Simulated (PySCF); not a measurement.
```xyz
4
charge 0 multiplicity 1, angstrom
W     0.0000    0.0000    0.0026
O     0.0000    0.0000    1.6728
F    -1.6936    0.0000   -0.7159
F     1.6936    0.0000   -0.7159
```

Method: PBE0/[W def2-SVP with ECP60, O def2-SVP, F def2-SVP], scalar-relativistic core potentials, density fitting, no spin–orbit coupling, PySCF.

This geometry of WOF2 is a stationary point at this level.

Q: What is the point group?

A: C2v.

Q: Is it a minimum?

A: Yes: all harmonic wavenumbers are real.

Q: List the harmonic modes with their infrared intensities.

A: 
```csv
symmetry,ω (cm⁻¹),IR (km/mol)
b1,136,5.1
a1,178,4.3
b2,269,3.6
a1,726,39.4
b2,750,141
a1,1101,119
```

Q: Give the ideal-gas entropy at 298.15 K and 1 bar by parts.

A: translation 177.1, rotation 101.0, vibration 31.0, spin 0.0; total 309.1 J/(mol K).

In C2v the vibrations span b1 + 3a1 + 2b2. Here b1 is antisymmetric to the molecular plane and b2 lies in it.

Stability towards spin polarisation was not tested. Only a few start shapes were tried, so a lower isomer may exist. With an element this heavy the missing spin–orbit coupling can shift these numbers.
